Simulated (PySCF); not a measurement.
**Structure from NMR data**

An unknown has the formula C₇H₁₀O₂Si. Its calculated NMR data are:

¹H NMR (300 MHz, computed): δ 6.54 (m, 1H), 5.04 (t, 2H), 4.91 (m, 1H), 4.57 (m, 1H), 2.96 (t, 2H), 2.17 (s, 3H).

¹³C{¹H} NMR (computed): δ 186.3 (C), 151.9 (CH), 101.7 (CH2), 96.8 (C), 86.1 (C), 43.1 (CH2), 5.0 (CH3).

Averaged over atoms made equivalent by symmetry, fast rotation or ring inversion, no solvent, no relativistic terms, one conformer. Geometry: GFN2-xTB; shielding tensors at PBE0/pcSseg-1 (GIAO); PySCF.

Shifts are taken against calculated references (same method and geometry level): TMS for ¹H (σref 31.72) and ¹³C (σref 186.93).

Which of these isomers gave the spectra?
A. C#C[C@@]1([SiH](O)O)C[C@@H]1C=C
B. C=CO[SiH2]CC(=O)C#CC
C. C=CCC1=COC(=O)[SiH2]C1

Results:

B. 

The formula gives 4 degrees of unsaturation (no ring in the answer). 7 carbon signals for 7 carbons: no two carbons are equivalent. Carbon types of the structure: 3 × C, 1 × CH, 2 × CH2, 1 × CH3, leaving 2 H on heteroatoms. δC 186.3: carbonyl carbon of an ynone. δC 151.9: alkene carbon bearing oxygen; an sp2 carbon further deshielded by the attached heteroatom. δC 101.7: β carbon of an enol-ether or enamine type C=C; the O or N lone pair pushes π density onto this β carbon and shields it. δC 96.8, 86.1: alkyne carbon; the triple bond shields along its axis, which puts it between sp3 and sp2 carbons. δH 2.96: hydrogen on an sp3 CH2 bonded to Si, α to a carbonyl; α to C=O.

The others: C#C[C@@]1([SiH](O)O)C[C@@H]1C=C would give 8 signals for carbon-bound and other non-exchanging H, not 6; C=CCC1=COC(=O)[SiH2]C1 would give 7 signals for carbon-bound and other non-exchanging H, not 6.

Shifts are as computed. Against solution values, carbons near 30 ppm lie about +3 ppm off and those near 130 ppm about +5 ppm. Of 1211 compounds with measured shifts, 218 miss one by over three times the rms of a fit or turn the order of signals round; such compounds aren't used in these exercises. No couplings were computed; multiplicities are counted from neighbouring protons, with m where these are inequivalent, close in shift, in a saturated or five-membered ring or joined by F or P, and br s for small geminal =CH2 splittings.
